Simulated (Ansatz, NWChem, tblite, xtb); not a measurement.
## A ladder of methods for SiAsNH6 (SMILES N[AsH][SiH3])

SiAsNH6: 9 atoms, total charge 0, spin state singlet. As SMILES, `N[AsH][SiH3]`. The coordinates come from a PBE0-D4/def2-TZVP relaxation. This is one conformer, not always the lowest.

```xyz
9

N    -1.1011    0.7190   -1.1456
As    0.7351    0.4381   -0.9889
Si    0.5573   -1.0647    0.8286
H    -1.3037    1.2914   -1.9543
H    -1.5253    1.1443   -0.3323
H     1.1441    1.5926   -0.0598
H     1.8895   -1.1940    1.4779
H     0.1239   -2.3933    0.3267
H    -0.4312   -0.5797    1.8306
```

Quantity: the dipole moment, in D. The values are calculated.

```tsv
level	kind	program	value (D)	CPU time
IPEA1-xTB	semi-empirical	tblite	2.06	under 2 s
GFN2-xTB	semi-empirical	tblite	1.56	under 2 s
GFN1-xTB	semi-empirical	tblite	2.23	under 2 s
GFN0-xTB	semi-empirical	xtb	1.21	under 2 s
HF/STO-3G	Hartree–Fock	Ansatz	1.62	2.1 s
HF/3-21G	Hartree–Fock	Ansatz	1.68	2.3 s
HF/def2-SVP	Hartree–Fock	Ansatz	1.42	8.4 s
HF/6-311G**	Hartree–Fock	NWChem	1.39	58 s
HF/def2-TZVP	Hartree–Fock	Ansatz	1.35	19 s
B3LYP/6-31G* (spherical functions)	global hybrid	Ansatz	1.53	13 s
```

All-electron rows without a relativistic Hamiltonian named are non-relativistic. The values span 1.21 to 2.23 D. Sets without polarisation functions give poor dipoles. Times are those of the runs behind each value, whatever else they computed, on shared processors of several kinds: orders of magnitude only.
